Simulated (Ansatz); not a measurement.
Input for Ansatz (a program for electronic structure): R-wB97X-V/def2-TZVPP on H3Sb (SMILES [SbH3]). Elements past Kr take the def2 small-core potentials; no spin–orbit coupling.

Ansatz 0.2 input:
```yaml
crystal:
  periodic: [false, false, false]
  atoms:
    - {symbol: Sb, position_ang: [0.00014308, 0.00018880, 0.03750918]}
    - {symbol: H, position_ang: [-0.57032257, 1.29003835, -0.91035801]}
    - {symbol: H, position_ang: [-0.84117584, -1.14276424, -0.89706862]}
    - {symbol: H, position_ang: [1.40113600, -0.16096737, -0.91056380]}
basis:
  gaussian:
    orbitals: def2-TZVPP
hamiltonian:
  xc: {name: wB97X-V}
accuracy: high
phonons: {}
scf: {lower_state_search: off}
```

Output:

```
WARN ansatz: RAYON_NUM_THREADS=2 ignored (pool sized by the plan → 2); use --threads N
Functional definition: wB97X-V
these checks for a lower state are left out or cut short: stability, starts, cluster_reference, orbital_swaps, neighbouring_geometries, increment
integrals: 0.13 GiB planned
1799 factors; integrals over basis functions are off by at most 1.8e-9 eV
integrals: 0.23 GiB planned
304 factors; integrals over basis functions are off by at most 1.1e-9 eV
mean field: 0.59 GiB planned
mean field evaluation 1: about -6585.2300 eV, gradient 5.5e0 eV
mean field evaluation 2: about -6585.3653 eV, gradient 1.8e0 eV
mean field evaluation 4: about -6585.3804 eV, gradient 1.1e-1 eV
mean field evaluation 8: about -6585.3932 eV, gradient 2.4e-3 eV
mean field evaluation 16: about -6585.3932 eV, gradient 2.6e-7 eV
mean field -6585.39319054 eV, -242.0087360124 hartree, gradient 4.8e-8 eV, S^2 0.000000; 0 other end points of the search recorded, 0 dependent functions left out
the calculation of the forces begins
reference -6585.39319038 eV, -242.0087360067 hartree; 13, 13 occupied and 79, 79 virtual orbitals, 1799 factors
these checks for a lower state are left out or cut short: stability, starts, cluster_reference, orbital_swaps, neighbouring_geometries, increment
integrals: 0.13 GiB planned
1799 factors; integrals over basis functions are off by at most 1.8e-9 eV
integrals: 0.23 GiB planned
304 factors; integrals over basis functions are off by at most 1.1e-9 eV
mean field: 0.59 GiB planned
mean field -6585.39313784 eV, -242.0087340757 hartree, gradient 2.7e-8 eV, S^2 0.000000; 0 other end points of the search recorded, 0 dependent functions left out
the calculation of the forces begins
reference -6585.39313768 eV, -242.0087340700 hartree; 13, 13 occupied and 79, 79 virtual orbitals, 1799 factors
these checks for a lower state are left out or cut short: stability, starts, cluster_reference, orbital_swaps, neighbouring_geometries, increment
integrals: 0.13 GiB planned
1799 factors; integrals over basis functions are off by at most 1.8e-9 eV
integrals: 0.23 GiB planned
304 factors; integrals over basis functions are off by at most 1.0e-9 eV
mean field: 0.59 GiB planned
mean field evaluation 32: about -6585.3931 eV, gradient 5.7e-5 eV
mean field -6585.39313765 eV, -242.0087340689 hartree, gradient 2.6e-8 eV, S^2 0.000000; 0 other end points of the search recorded, 0 dependent functions left out
the calculation of the forces begins
reference -6585.39313750 eV, -242.0087340632 hartree; 13, 13 occupied and 79, 79 virtual orbitals, 1799 factors
these checks for a lower state are left out or cut short: stability, starts, cluster_reference, orbital_swaps, neighbouring_geometries, increment
integrals: 0.13 GiB planned
1799 factors; integrals over basis functions are off by at most 1.8e-9 eV
integrals: 0.23 GiB planned
304 factors; integrals over basis functions are off by at most 1.1e-9 eV
mean field: 0.59 GiB planned
mean field -6585.39313660 eV, -242.0087340303 hartree, gradient 2.3e-8 eV, S^2 0.000000; 0 other end points of the search recorded, 0 dependent functions left out
the calculation of the forces begins
reference -6585.39313644 eV, -242.0087340245 hartree; 13, 13 occupied and 79, 79 virtual orbitals, 1799 factors
these checks for a lower state are left out or cut short: stability, starts, cluster_reference, orbital_swaps, neighbouring_geometries, increment
integrals: 0.13 GiB planned
1799 factors; integrals over basis functions are off by at most 1.8e-9 eV
integrals: 0.23 GiB planned
304 factors; integrals over basis functions are off by at most 1.0e-9 eV
mean field: 0.59 GiB planned
mean field -6585.39313635 eV, -242.0087340212 hartree, gradient 2.3e-8 eV, S^2 0.000000; 0 other end points of the search recorded, 0 dependent functions left out
the calculation of the forces begins
reference -6585.39313620 eV, -242.0087340154 hartree; 13, 13 occupied and 79, 79 virtual orbitals, 1799 factors
these checks for a lower state are left out or cut short: stability, starts, cluster_reference, orbital_swaps, neighbouring_geometries, increment
integrals: 0.13 GiB planned
1799 factors; integrals over basis functions are off by at most 1.8e-9 eV
integrals: 0.23 GiB planned
304 factors; integrals over basis functions are off by at most 1.0e-9 eV
mean field: 0.59 GiB planned
mean field -6585.39315640 eV, -242.0087347579 hartree, gradient 1.7e-8 eV, S^2 0.000000; 0 other end points of the search recorded, 0 dependent functions left out
the calculation of the forces begins
reference -6585.39315624 eV, -242.0087347522 hartree; 13, 13 occupied and 79, 79 virtual orbitals, 1799 factors
these checks for a lower state are left out or cut short: stability, starts, cluster_reference, orbital_swaps, neighbouring_geometries, increment
integrals: 0.13 GiB planned
1799 factors; integrals over basis functions are off by at most 1.8e-9 eV
integrals: 0.23 GiB planned
304 factors; integrals over basis functions are off by at most 1.1e-9 eV
mean field: 0.59 GiB planned
mean field evaluation 64: about -6585.3805 eV, gradient 1.8e-1 eV
mean field -6585.39315652 eV, -242.0087347621 hartree, gradient 1.9e-8 eV, S^2 0.000000; 0 other end points of the search recorded, 0 dependent functions left out
the calculation of the forces begins
reference -6585.39315636 eV, -242.0087347564 hartree; 13, 13 occupied and 79, 79 virtual orbitals, 1799 factors
these checks for a lower state are left out or cut short: stability, starts, cluster_reference, orbital_swaps, neighbouring_geometries, increment
integrals: 0.13 GiB planned
1799 factors; integrals over basis functions are off by at most 1.8e-9 eV
integrals: 0.23 GiB planned
304 factors; integrals over basis functions are off by at most 1.1e-9 eV
mean field: 0.59 GiB planned
mean field -6585.39317996 eV, -242.0087356237 hartree, gradient 1.9e-8 eV, S^2 0.000000; 0 other end points of the search recorded, 0 dependent functions left out
the calculation of the forces begins
reference -6585.39317980 eV, -242.0087356179 hartree; 13, 13 occupied and 79, 79 virtual orbitals, 1799 factors
these checks for a lower state are left out or cut short: stability, starts, cluster_reference, orbital_swaps, neighbouring_geometries, increment
integrals: 0.13 GiB planned
1799 factors; integrals over basis functions are off by at most 1.8e-9 eV
integrals: 0.23 GiB planned
304 factors; integrals over basis functions are off by at most 1.0e-9 eV
mean field: 0.59 GiB planned
mean field -6585.39317995 eV, -242.0087356234 hartree, gradient 1.4e-8 eV, S^2 0.000000; 0 other end points of the search recorded, 0 dependent functions left out
the calculation of the forces begins
reference -6585.39317980 eV, -242.0087356177 hartree; 13, 13 occupied and 79, 79 virtual orbitals, 1799 factors
these checks for a lower state are left out or cut short: stability, starts, cluster_reference, orbital_swaps, neighbouring_geometries, increment
integrals: 0.13 GiB planned
1799 factors; integrals over basis functions are off by at most 1.8e-9 eV
integrals: 0.23 GiB planned
304 factors; integrals over basis functions are off by at most 1.0e-9 eV
mean field: 0.59 GiB planned
mean field evaluation 96: about -6585.3932 eV, gradient 1.2e-8 eV
mean field -6585.39317557 eV, -242.0087354623 hartree, gradient 1.2e-8 eV, S^2 0.000000; 0 other end points of the search recorded, 0 dependent functions left out
the calculation of the forces begins
reference -6585.39317541 eV, -242.0087354565 hartree; 13, 13 occupied and 79, 79 virtual orbitals, 1799 factors
these checks for a lower state are left out or cut short: stability, starts, cluster_reference, orbital_swaps, neighbouring_geometries, increment
integrals: 0.13 GiB planned
1799 factors; integrals over basis functions are off by at most 1.8e-9 eV
integrals: 0.23 GiB planned
304 factors; integrals over basis functions are off by at most 1.1e-9 eV
mean field: 0.59 GiB planned
mean field -6585.39317554 eV, -242.0087354614 hartree, gradient 1.4e-8 eV, S^2 0.000000; 0 other end points of the search recorded, 0 dependent functions left out
the calculation of the forces begins
reference -6585.39317539 eV, -242.0087354556 hartree; 13, 13 occupied and 79, 79 virtual orbitals, 1799 factors
these checks for a lower state are left out or cut short: stability, starts, cluster_reference, orbital_swaps, neighbouring_geometries, increment
integrals: 0.13 GiB planned
1799 factors; integrals over basis functions are off by at most 1.8e-9 eV
integrals: 0.23 GiB planned
304 factors; integrals over basis functions are off by at most 1.0e-9 eV
mean field: 0.59 GiB planned
mean field -6585.39316662 eV, -242.0087351336 hartree, gradient 1.6e-8 eV, S^2 0.000000; 0 other end points of the search recorded, 0 dependent functions left out
the calculation of the forces begins
reference -6585.39316647 eV, -242.0087351279 hartree; 13, 13 occupied and 79, 79 virtual orbitals, 1799 factors
these checks for a lower state are left out or cut short: stability, starts, cluster_reference, orbital_swaps, neighbouring_geometries, increment
integrals: 0.13 GiB planned
1799 factors; integrals over basis functions are off by at most 1.8e-9 eV
integrals: 0.23 GiB planned
304 factors; integrals over basis functions are off by at most 1.1e-9 eV
mean field: 0.59 GiB planned
mean field -6585.39316665 eV, -242.0087351346 hartree, gradient 1.8e-8 eV, S^2 0.000000; 0 other end points of the search recorded, 0 dependent functions left out
the calculation of the forces begins
reference -6585.39316649 eV, -242.0087351288 hartree; 13, 13 occupied and 79, 79 virtual orbitals, 1799 factors
these checks for a lower state are left out or cut short: stability, starts, cluster_reference, orbital_swaps, neighbouring_geometries, increment
integrals: 0.13 GiB planned
1799 factors; integrals over basis functions are off by at most 1.8e-9 eV
integrals: 0.23 GiB planned
304 factors; integrals over basis functions are off by at most 1.1e-9 eV
mean field: 0.59 GiB planned
mean field evaluation 128: about -6585.3932 eV, gradient 1.6e-8 eV
mean field -6585.39317417 eV, -242.0087354108 hartree, gradient 1.6e-8 eV, S^2 0.000000; 0 other end points of the search recorded, 0 dependent functions left out
the calculation of the forces begins
reference -6585.39317401 eV, -242.0087354050 hartree; 13, 13 occupied and 79, 79 virtual orbitals, 1799 factors
these checks for a lower state are left out or cut short: stability, starts, cluster_reference, orbital_swaps, neighbouring_geometries, increment
integrals: 0.13 GiB planned
1799 factors; integrals over basis functions are off by at most 1.8e-9 eV
integrals: 0.23 GiB planned
304 factors; integrals over basis functions are off by at most 1.0e-9 eV
mean field: 0.59 GiB planned
mean field -6585.39317419 eV, -242.0087354117 hartree, gradient 1.5e-8 eV, S^2 0.000000; 0 other end points of the search recorded, 0 dependent functions left out
the calculation of the forces begins
reference -6585.39317403 eV, -242.0087354059 hartree; 13, 13 occupied and 79, 79 virtual orbitals, 1799 factors
Total energy: -6585.39319038 eV, -242.0087360067 hartree
Atom 0 at     0.000143     0.000189     0.037509 Å, force     0.000000    -0.000000     0.000009 eV/Å
Atom 1 at    -0.570323     1.290038    -0.910358 Å, force     0.000003    -0.000008    -0.000003 eV/Å
Atom 2 at    -0.841176    -1.142764    -0.897069 Å, force     0.000005     0.000007    -0.000003 eV/Å
Atom 3 at     1.401136    -0.160967    -0.910564 Å, force    -0.000009     0.000001    -0.000003 eV/Å
Dipole moment:     0.000219     0.000290     0.057531 e Å
Vibrations: 824.89 868.69 868.69 2017.61 2020.03 2020.04 cm⁻¹, zero-point energy 0.534369 eV
Checks for a lower state left out: stability, starts, cluster_reference, orbital_swaps, neighbouring_geometries, increment
```

Self-consistency was reached.

Cost: very roughly 2.8 core-minutes.
